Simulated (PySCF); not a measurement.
## `[SiH3]O[SiH2][SiH2]S`: 4 charge schemes on one density

Compound: H8OSSi3.
Z-matrix (Å and degrees, GFN2-xTB geometry), rows numbered from 1:
```
Si
O   1  1.6209
Si  2  1.6199  1  159.89
Si  3  2.3011  2  102.33  1   164.21
S   4  2.1638  3  110.20  2  -177.22
H   1  1.4588  2  104.21  3   143.78
H   1  1.4603  2  105.65  3   -96.71
H   1  1.4606  2  108.56  3    23.56
H   3  1.4668  2  106.78  1   -72.47
H   3  1.4713  2  107.75  1    42.68
H   4  1.4699  3  116.71  2   -58.31
H   4  1.4632  3  117.59  2    69.47
H   5  1.3249  4   97.47  3    51.83
```

Density: PBE0/pcSseg-1 (PySCF); schemes: Mulliken, IAO, Hirshfeld and ESP-fitted. Isolated species at its GFN2-xTB geometry (one conformer only).

**Question.** Tabulate the Mulliken, IAO, Hirshfeld and ESP-fitted charges.

**Answer.** In e:

```
atom                environment  Mulliken     IAO  Hirshfeld  ESP-fitted
 Si1       oxygen-bound silicon    +0.743  +0.892     +0.399      +0.596
  O2            siloxane oxygen    -0.730  -0.899     -0.307      -0.326
 Si3       oxygen-bound silicon    +0.649  +0.749     +0.326      +0.263
 Si4               SiH2 silicon    +0.214  +0.375     +0.226      +0.204
  S5  sulfur bonded to Si and H    -0.392  -0.326     -0.159      -0.391
  H6              Si–H hydrogen    -0.122  -0.141     -0.078      -0.135
  H7              Si–H hydrogen    -0.123  -0.146     -0.080      -0.130
  H8              Si–H hydrogen    -0.123  -0.150     -0.079      -0.118
  H9              Si–H hydrogen    -0.094  -0.127     -0.077      -0.065
 H10              Si–H hydrogen    -0.107  -0.137     -0.081      -0.055
 H11              Si–H hydrogen    -0.033  -0.100     -0.075      -0.063
 H12              Si–H hydrogen    -0.030  -0.084     -0.066      +0.007
 H13               S–H hydrogen    +0.147  +0.094     +0.050      +0.214
```

Mean size of the charges over all atoms: IAO 0.325 e, Mulliken 0.270 e, ESP-fitted 0.197 e, Hirshfeld 0.154 e. Each set sums to the total charge, 0, to within 0.001 e. The Hirshfeld scheme divides the density at each point in proportion to the densities of the neutral, spherically averaged free atoms.

Lowest charge. The schemes don't all agree: Mulliken O2 (-0.730); IAO O2 (-0.899); Hirshfeld O2 (-0.307); ESP-fitted S5 (-0.391).

Highest charge. All schemes agree: Mulliken Si1 (+0.743); IAO Si1 (+0.892); Hirshfeld Si1 (+0.399); ESP-fitted Si1 (+0.596).

**Question.** How many electrons does the IAO scheme count on S5?

**Answer.** Z − q = 16 − (-0.326) = 16.326.

**Question.** How closely do the schemes follow one another over all atoms?

**Answer.** Correlation coefficient and root-mean-square difference: Mulliken with IAO 0.99, 0.090 e; IAO with Hirshfeld 0.98, 0.255 e; Mulliken with Hirshfeld 0.97, 0.191 e; Mulliken with ESP-fitted 0.93, 0.163 e; Hirshfeld with ESP-fitted 0.93, 0.103 e; IAO with ESP-fitted 0.91, 0.236 e.

**Question.** Sum the charges by element, for elements with more than one atom.

**Answer.** 
```tsv
element	atoms	Mulliken	IAO	Hirshfeld	ESP-fitted
Si	3	+1.606	+2.016	+0.951	+1.062
H	8	-0.484	-0.791	-0.485	-0.345
```
